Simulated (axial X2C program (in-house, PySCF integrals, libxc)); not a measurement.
## Density and ELF of NaSr

Computed with an axial X2C code built on PySCF integrals. Two-component (2c) means X2C with spin–orbit coupling and atomic mean-field two-electron Coulomb and Gaunt terms. Basis: Sr dyall-cv3z [13s12p8d5f1g], Na dyall-cv3z [9s8p5d2f] (cores contracted in-house); Gaussian nuclei, density fitting, unrestricted open shells. Masses: Sr 87.906 u, Na 22.990 u.

PBE0, 2c, state Ω = 1/2 (⟨Sz⟩ = 0.50, ⟨Lz⟩ = 0.00 at PBE0); Sr at z = 0, Na at z = 3.870 Å.

The maps cover the half plane through the axis: z from -2.4 to 6.0 Å along the bond, ρ from 0.15 to 2.25 Å away from it.

log10 of the density in e/bohr³:

```
 ρ\z  -2.4  -1.8  -1.2  -0.6   0.0   0.6   1.2   1.8   2.4   3.0   3.6   4.2   4.8   5.4   6.0
0.15  -2.7  -2.3  -1.5  -0.4   1.5  -0.4  -1.5  -2.0  -2.1  -1.5   0.3   0.2  -1.7  -2.6  -3.0
0.45  -2.7  -2.4  -1.7  -0.6   0.0  -0.6  -1.7  -2.1  -2.1  -1.8  -0.4  -0.5  -1.9  -2.7  -3.0
0.75  -2.7  -2.4  -1.9  -1.0  -0.6  -1.0  -1.9  -2.2  -2.2  -2.1  -1.3  -1.3  -2.3  -2.7  -3.1
1.05  -2.8  -2.5  -2.2  -1.5  -1.2  -1.5  -2.1  -2.3  -2.3  -2.3  -2.0  -2.1  -2.5  -2.8  -3.2
1.35  -2.9  -2.6  -2.3  -2.0  -1.8  -2.0  -2.3  -2.4  -2.4  -2.5  -2.4  -2.5  -2.7  -2.9  -3.3
1.65  -3.0  -2.7  -2.5  -2.3  -2.2  -2.3  -2.5  -2.5  -2.6  -2.6  -2.6  -2.7  -2.9  -3.1  -3.4
1.95  -3.2  -2.9  -2.6  -2.5  -2.5  -2.6  -2.6  -2.7  -2.8  -2.8  -2.8  -2.9  -3.0  -3.2  -3.5
2.25  -3.3  -3.0  -2.8  -2.7  -2.7  -2.7  -2.8  -2.9  -3.0  -3.0  -3.0  -3.1  -3.2  -3.4  -3.7
```

Electron localisation function (collinear form, no current term, damped to 0 at low density):

```
 ρ\z  -2.4  -1.8  -1.2  -0.6   0.0   0.6   1.2   1.8   2.4   3.0   3.6   4.2   4.8   5.4   6.0
0.15  0.91  0.23  0.34  0.58  0.34  0.57  0.26  0.55  0.57  0.14  0.84  0.86  0.15  0.28  0.90
0.45  0.92  0.29  0.23  0.81  0.20  0.81  0.18  0.60  0.69  0.06  0.82  0.80  0.07  0.37  0.90
0.75  0.93  0.44  0.12  0.75  0.81  0.75  0.11  0.69  0.83  0.04  0.37  0.35  0.05  0.57  0.88
1.05  0.93  0.67  0.10  0.34  0.65  0.33  0.10  0.77  0.91  0.12  0.04  0.05  0.11  0.78  0.82
1.35  0.92  0.85  0.23  0.11  0.17  0.09  0.18  0.79  0.93  0.49  0.09  0.10  0.42  0.89  0.69
1.65  0.86  0.92  0.59  0.17  0.10  0.12  0.36  0.75  0.89  0.84  0.50  0.48  0.80  0.87  0.47
1.95  0.72  0.93  0.86  0.53  0.31  0.33  0.49  0.63  0.79  0.89  0.86  0.86  0.88  0.72  0.22
2.25  0.45  0.86  0.92  0.83  0.68  0.57  0.47  0.43  0.58  0.78  0.86  0.85  0.75  0.42  0.07
```

Axial spin density in 10⁻³ e/bohr³:

```
 ρ\z  -2.4  -1.8  -1.2  -0.6   0.0   0.6   1.2   1.8  2.4  3.0   3.6  4.2  4.8  5.4  6.0
0.15   1.1   1.3   0.0   9.6  -2.4  -1.2  -0.2   0.2  1.6  1.5   3.4  1.8  1.9  1.8  0.9
0.45   1.0   1.3   0.2   2.8  -0.2  -0.5  -0.4   0.1  1.5  1.8  -0.1  0.0  2.1  1.7  0.9
0.75   0.9   1.4   0.8   0.0  -0.3   0.0  -0.6   0.0  1.3  2.0   1.2  1.4  2.1  1.6  0.8
1.05   0.8   1.3   1.3   0.7   0.6   0.0  -0.7  -0.1  1.0  1.9   2.0  2.1  1.9  1.3  0.7
1.35   0.7   1.2   1.4   1.2   0.9   0.0  -0.6  -0.2  0.8  1.6   1.9  1.9  1.6  1.0  0.5
1.65   0.5   0.9   1.3   1.2   0.8  -0.1  -0.5  -0.2  0.5  1.1   1.5  1.5  1.2  0.8  0.4
1.95   0.4   0.7   1.0   1.0   0.6   0.0  -0.3  -0.1  0.3  0.8   1.1  1.1  0.8  0.5  0.3
2.25   0.3   0.5   0.7   0.7   0.4   0.0  -0.2  -0.1  0.2  0.5   0.7  0.7  0.6  0.3  0.2
```

The state is a single determinant with fixed occupations, the lowest that a limited PBE0 search found. Density functionals use the spin component along the axis (collinear).
